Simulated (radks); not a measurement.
Task: All-electron atom: the magnesium ion Mg4+ in [He] 2s1.75 2p4.25 (fractional occupations, a model configuration). Method: non-relativistic Kohn-Sham, SOGGA, spin-polarised, spherical densities, point nucleus; open shells are filled with parallel spins first; computed with a radial shooting solver on a logarithmic mesh with Libxc functionals. Some entries of the table are withheld. Estimate them.

orbital,occ.,eigenvalue (hartree),r(max) (bohr)
1s up,1,-49.74231,(1)
1s down,1,-49.63197,(2)
2s up,1,(3),0.5288
2s down,0.75,(4),0.5323
2p up,3,-4.81296,0.4494
2p down,1.25,-4.56982,0.4543

Result: 
(1) 1s up r(max) (bohr): 0.08551
(2) 1s down r(max) (bohr): 0.08545
(3) 2s up eigenvalue (hartree): -5.96097
(4) 2s down eigenvalue (hartree): -5.73462
